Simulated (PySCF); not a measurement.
Question: Give a PBE0-D3(BJ)/def2-SVP geometry of `C=[C](C)[GeH2][F]`.

Answer: 
```
atom  x, y, z in Å
C1    -0.3473    1.6000   -0.1457
C2    -0.2076    0.2781    0.0139
C3    -1.3555   -0.6639    0.2138
Ge4    1.5787   -0.4689   -0.0250
F5     1.5860   -1.7018   -1.2693
H6    -1.3350    2.0771   -0.1193
H7     0.5083    2.2624   -0.3120
H8    -1.3827   -1.4157   -0.5920
H9    -2.3204   -0.1344    0.2280
H10   -1.2543   -1.2239    1.1586
H11    2.6237    0.5833   -0.4287
H12    1.9480   -1.2192    1.2677
```

Any rigid rotation of these coordinates is as good. Atoms count from 1 in this order. The C–C distances run from 1.339 Å (C1=C2, drawn double) to 1.498 Å (C2–C3, drawn single), a spread of 0.159 Å. Of the pairs four or more bonds apart, H6···H9 is among the closest relative to their van der Waals radii: 2.45 Å, 102 % of the sum of Bondi's values. Ge4 (germanium bonded to C, F and 2 H) is distorted tetrahedral (angles from 104.6° to 113.1°).

Bonds between heavy atoms (Å): C1=C2 1.339, C2–C3 1.498, C2–Ge4 1.937, Ge4–F5 1.752.

Theory: PBE0-D3(BJ)/def2-SVP geometry optimisation, gas phase in PySCF.

Point group: C1 (no symmetry element, even within 0.4 Å). No PBE0-D3(BJ)/def2-SVP frequencies stand behind this structure, so it isn't proved a minimum. One conformer, not necessarily the lowest (C1–C2–Ge4–F5 -124°).

The run took 67 s wall on an Arm Neoverse V1 with one thread (shared host), and the process peaked at 0.51 GiB of memory. These figures are those of the optimisation.
